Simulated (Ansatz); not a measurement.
`[OH][Ti]12345678([OH])([C@H]9[C@@H]1[C@@H]2[C@@H]3[C@H]94)[C@H]1[C@@H]5[C@@H]6[C@@H]7[C@H]18` at its PBE0-D4/def2-TZVP geometry, where that method's forces vanish. Total charge 0; spin multiplicity 1.

```csv
atom,x (Å),y (Å),z (Å)
O1,-0.316,0.710,-2.054
Ti2,-0.337,0.103,-0.276
O3,-2.195,0.055,-0.005
C4,-0.613,1.354,1.767
C5,0.699,0.862,1.759
C6,1.385,1.464,0.677
C7,0.496,2.356,0.050
C8,-0.741,2.278,0.706
C9,0.316,-1.977,0.713
C10,1.433,-1.508,-0.020
C11,1.088,-1.502,-1.378
C12,-0.235,-1.985,-1.496
C13,-0.699,-2.294,-0.209
H14,-0.654,1.600,-2.169
H15,-2.653,-0.593,-0.545
H16,-1.409,1.036,2.421
H17,1.111,0.138,2.444
H18,2.411,1.288,0.390
H19,0.724,2.950,-0.822
H20,-1.652,2.779,0.420
H21,0.253,-2.090,1.784
H22,2.377,-1.194,0.397
H23,1.694,-1.130,-2.189
H24,-0.801,-2.042,-2.413
H25,-1.682,-2.656,0.049
```

For each bond, give half the difference of the two atoms' forces along it (eV/Å; positive pushes the atoms apart) under PBE-D4, r2SCAN-D4, B3LYP-D4, ωB97M-V in def2-TZVPP. (Best estimate.)

Ansatz gave: 
| bond | length (Å) | PBE-D4 | r2SCAN-D4 | B3LYP-D4 | ωB97M-V |
| --- | --- | --- | --- | --- | --- |
| O1–Ti2 | 1.879 | 0.23 | 0.16 | 0.15 | 0.13 |
| O1–H14 | 0.959 | 0.40 | 0.02 | -0.08 | -0.06 |
| Ti2–C5 | 2.407 | 0.00 | 0.04 | 0.09 | -0.06 |
| Ti2–C8 | 2.421 | 0.13 | 0.09 | 0.11 | 0.03 |
| Ti2–C9 | 2.394 | 0.02 | 0.05 | 0.09 | -0.06 |
| Ti2–C10 | 2.407 | 0.00 | 0.04 | 0.09 | -0.06 |
| Ti2–C13 | 2.424 | 0.09 | 0.07 | 0.11 | 0.03 |
| C4–C8 | 1.413 | 0.16 | 0.13 | 0.16 | 0.11 |
| C5–C6 | 1.415 | 0.17 | 0.14 | 0.16 | 0.10 |
| C9–C10 | 1.416 | 0.17 | 0.14 | 0.16 | 0.11 |
| C11–C12 | 1.413 | 0.16 | 0.13 | 0.16 | 0.10 |
| C12–C13 | 1.403 | 0.21 | 0.14 | 0.14 | 0.06 |
| C12–H24 | 1.079 | -0.04 | -0.11 | -0.17 | -0.10 |
| C13–H25 | 1.079 | -0.04 | -0.11 | -0.17 | -0.10 |

B3LYP here is the variant with VWN-RPA as its local correlation; programs differ in this.
